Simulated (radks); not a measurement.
Values are calculated unless marked as measured or tabulated.
The mean radii <r> (bohr) of the occupied orbitals of an atom or ion are listed with their occupations. Level of theory: scalar-relativistic Kohn-Sham, PBEsol, spin-unpolarised, spherical densities, finite nucleus; Fermi nuclear charge, rms radius of each element as measured or else 0.836 A^(1/3) + 0.57 fm (a radial shooting solver on a logarithmic mesh with Libxc functionals).

orbital  occ.      <r>
1s          2  0.02075
2s          2  0.08812
2p          6  0.07808
3s          2   0.2300
3p          6   0.2289
3d         10   0.2079
4s          2   0.5192
4p          6   0.5505
4d         10   0.5970
5s          1    1.262
5p          6    1.481
4f         11   0.8206
6s          2    3.452
7s          1    9.302

Name the element and its charge.

Answer. Z = 67, holmium, charge 0: Ho in [Kr] 4d10 4f11 5s1 5p6 6s2 7s1. The 1s radius gives Z: for a bare nucleus <r> = (2 gamma + 1)/(2Z) with gamma = sqrt(1 - (Z/c)^2), 0.02048 bohr for Z = 67, and screening makes it slightly larger (0.02075 here). The occupations add up to 67, and the charge is Z minus that.
